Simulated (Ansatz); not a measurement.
Spectroscopic constants of SbN, closed-shell singlet (the spin of the measured ground state). No spin–orbit coupling.

D_e counts from the fitted minimum to each atom's lowest state at the same level, without counterpoise. The singlet is restricted.

Correlated levels freeze the inner cores; with def2 sets outer-core shells near the valence are correlated too.

The values were computed with Ansatz (a program for electronic structure) with Gaussian orbitals. Values without a source in brackets are computed. In def2 rows elements past Kr take small-core potentials, without spin–orbit coupling.

PBE/def2-TZVPP gives 96.55 kcal/mol for the bond energy D_e.

### Question
How do the other levels lie against it? Give each less PBE: r2SCAN/def2-TZVPP, PBE0/def2-TZVPP, wB97M-V/def2-TZVPP, B2PLYP/def2-TZVPP.

### Answer
r2SCAN/def2-TZVPP -21.34; PBE0/def2-TZVPP -23.87; wB97M-V/def2-TZVPP -23.13; B2PLYP/def2-TZVPP -5.23 kcal/mol. 0 of 4 lie above PBE; the widest gap is to PBE0/def2-TZVPP.

Doubts at one or more of the structures used: a restricted determinant that unrestricted orbitals would lower (B2PLYP/def2-TZVPP).
